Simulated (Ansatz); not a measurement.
`[OH][Al]([OH])[OH]` + `C[CH2][Al]([CH3])[F]` → `C[CH2][Al]([OH])[OH]` + `[CH3][Al]([OH])[F]`  (redistribution)

Computed with Ansatz on PBE0-D4/def2-TZVP structures; ΔE is electronic, products minus reactants. CCSD(T)/CBS adds triple-zeta CCSD(T) − MP2 to the extrapolated MP2 energy (def2 sets, frozen cores). DFT in def2-TZVPP. Each species was taken in one conformer, which may not be the lowest.

| level | ΔE (kJ/mol) |
| --- | --- |
| revPBE | -11.6 |
| CCSD/CBS(def2) | -9.0 |

Task: What does CCSD(T)/CBS give? (Estimate.)

Result: Computed: -9.6 kJ/mol. The listed levels differ from it by -2.0, 0.6 kJ/mol.

Largest T1 diagnostic among the species: 0.012.

Leaving LDA and LC-ωPBE aside and taking each functional with its dispersion term where it has one, the values, not all of them listed here, spread over 3.0 kJ/mol, from BLYP-D4 to r2SCAN0-D4. From BLYP to BHLYP (50 % exact exchange), in def2-TZVPP and without D4, ΔE moves by +3.1 kJ/mol.
